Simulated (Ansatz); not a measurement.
Total energies of CH8AlNSi2, SMILES `C=[N][Al]([SiH3])[SiH3]`.

```xyz
13

C     1.216   -2.573   -0.118
N     0.685   -1.450   -0.067
Al   -0.061    0.130    0.006
Si   -1.256    0.651    2.080
Si    0.222    1.536   -1.980
H     2.247   -2.754    0.222
H     0.689   -3.457   -0.506
H    -2.678    1.012    1.808
H    -1.254   -0.493    3.035
H    -0.642    1.820    2.774
H     1.092    0.895   -3.006
H     0.832    2.852   -1.628
H    -1.092    1.831   -2.621
```

Total charge 0; spin multiplicity 1. All single points use the PBE0-D4/def2-TZVP geometry. It is one conformer, not always the lowest. Basis def2-TZVPP, Ansatz 0.2.0.

RPA on PBE orbitals: Hartree–Fock energy of these orbitals -916.74429 Eh, correlation -1.25594 Eh (frozen core).

| functional | energy without D4 (Eh) | D4 term (kJ/mol) |
| --- | --- | --- |
| PBE | -918.56936 | -26.8 |
| revPBE | -918.93612 | -70.5 |
| BLYP | -919.09262 | -56.4 |
| B97M-V | -918.92162 | – |
| PBE0 | -918.65770 | -23.3 |
| B3LYP | -919.21141 | -43.2 |
| r2SCANh | -918.98471 | -7.7 |
| BHLYP | -919.07788 | -36.8 |
| CAM-B3LYP | -919.10006 | -24.3 |
| B2PLYP | -918.69100 | – |

**Question.** Give the same for LDA (SPW92), r2SCAN, r2SCAN0, HSE06 (plane-wave form), LC-ωPBE, ωB97X-V, ωB97M-V, PBE-QIDH. (An estimate is asked.)

**Answer.** Computed: 
```csv
functional,energy without D4 (Eh),D4 term (kJ/mol)
LDA (SPW92),-914.89340,–
r2SCAN,-918.99577,-7.0
r2SCAN0,-918.96954,-8.5
HSE06 (plane-wave form),-918.63268,-22.1
LC-ωPBE,-918.80068,–
ωB97X-V,-918.97238,–
ωB97M-V,-919.01506,–
PBE-QIDH,-918.37929,–
```

B3LYP takes the VWN-RPA correlation (the form of Gaussian; ORCA's B3LYP/G). HSE06 is the plane-wave form, built on full-range PBE exchange. The double hybrids freeze the cores in their second-order part.

LC-ωPBE has ω = 0.4 bohr⁻¹.
